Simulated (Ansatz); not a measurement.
trans-ethylamine (C$_{2}$H$_{7}$N), singlet, at a GFN2-xTB geometry, with bond 8-2 at 1.5 times its length; PBE/6-31G in Ansatz (a first-principles code).

Here is a job for Ansatz.
Ansatz 0.2 input:
```yaml
crystal:
  periodic: [false, false, false]
  atoms:
    - {symbol: C, position_ang: [1.21347580, -0.33489211, -0.00053948]}
    - {symbol: C, position_ang: [-0.01511352, 0.57959694, -0.00065065]}
    - {symbol: N, position_ang: [-1.29044637, -0.11469946, 0.00111158]}
    - {symbol: H, position_ang: [2.12582993, 0.25587901, -0.00190763]}
    - {symbol: H, position_ang: [1.21478843, -0.97056086, 0.88382899]}
    - {symbol: H, position_ang: [1.21344556, -0.97257980, -0.88345425]}
    - {symbol: H, position_ang: [0.00625613, 1.22117055, -0.88594093]}
    - {symbol: H, position_ang: [0.01895732, 1.54498884, 1.32503229]}
    - {symbol: H, position_ang: [-1.36186295, -0.71028181, 0.82013011]}
    - {symbol: H, position_ang: [-1.36310650, -0.71215141, -0.81643455]}
basis:
  gaussian:
    orbitals: 6-31G
hamiltonian:
  xc: pbe
scf: {lower_state_search: standard}
magnetization: {spin_polarized: true}
```

What the program printed (banner, timings and long lists left out):

```
Functional definition: PBE
610 factors; integrals over basis functions are off by at most 2.0e-4 eV
mean field evaluation 1: about -3660.4086 eV, gradient 4.5e1 eV
mean field evaluation 2: about -3635.5383 eV, gradient 7.7e1 eV
mean field evaluation 4: about -3669.9847 eV, gradient 6.0e0 eV
mean field evaluation 8: about -3670.1433 eV, gradient 1.5e-1 eV
mean field -3670.14343510 eV, -134.8752835273 hartree, gradient 4.5e-5 eV, S^2 0.000000; 0 other end points of the search recorded, 0 dependent functions left out
reference -3670.14345666 eV, -134.8752843198 hartree; 13, 13 occupied and 28, 28 virtual orbitals, 610 factors
Total energy: -3670.14345666 eV, -134.8752843198 hartree
```
